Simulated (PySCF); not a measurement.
**Telling isomers of C5H13BSSi apart by NMR**

[PySCF 2.14: PBE0-D3(BJ)/def2-SVP structure; σ from GIAO-PBE0/pcSseg-1; non-relativistic Hamiltonian; rapidly exchanging positions averaged; no solvent model; one computed conformer]

References, each an isolated molecule treated in the same way: ¹H, ¹³C vs TMS. Where no couplings were computed, multiplicities follow the n + 1 count of equivalent neighbours, and m marks all less simple cases (inequivalent or close neighbours, rings, F or P nearby). Couplings to H on boron are left out. Carbons bonded to boron are broad in practice. Shifts are as computed. Against solution values, carbons near 30 ppm lie about +2 ppm off and those near 130 ppm about +5 ppm. Of 1211 compounds with measured shifts, 218 miss one by over three times the rms of a fit or turn the order of signals round; such compounds aren't used in these exercises.

(1) Tabulate the signals of `[SiH3]SB1CCCCC1`, `[SiH3]S[C@@H]1BCCCC1` and their relative energies.

(2) What is the quickest way to tell [SiH3]SB1CCCCC1 from [SiH3]S[C@@H]1BCCCC1?

## Answers

(1) 
```json
{"SMILES": "[SiH3]SB1CCCCC1", "carbon types": "5×CH2", "δC": "29.3, 28.0, 27.0", "δH": "4.58 (s, 3H), 1.56 (m, 4H), 1.49 (m, 2H), 1.27 (m, 4H)", "E rel. (kcal/mol)": "0.0"}
{"SMILES": "[SiH3]S[C@@H]1BCCCC1", "carbon types": "1×CH 4×CH2", "δC": "44.2, 36.4, 32.3, 30.1, 24.7", "δH": "7.57 (br, 1H), 4.50 (s, 3H), 2.07 (m, 1H), 2.05 (m, 1H), 1.92 (m, 1H), 1.78 (m, 1H), 1.72 (m, 1H), 1.54 (m, 1H), 1.28 (m, 1H), 1.23 (m, 1H), 0.82 (m, 1H)", "E rel. (kcal/mol)": "33.8"}
```

Energies are electronic energies at PBE0/pcSseg-1 on these geometries, without zero-point or thermal terms, each for the one conformer computed, which needn't be the lowest.

(2) Count the carbon signals: 3 against 5. The first has an sp3 CH2 in a ring at 27.0 ppm, the second an sp3 CH bonded to B and S at 44.2 ppm. Their most deshielded carbons lie at 29.3 and 44.2 ppm. In the proton spectra the most deshielded non-exchanging signals are 4.58 (s, 3H) and 7.57 (br, 1H).
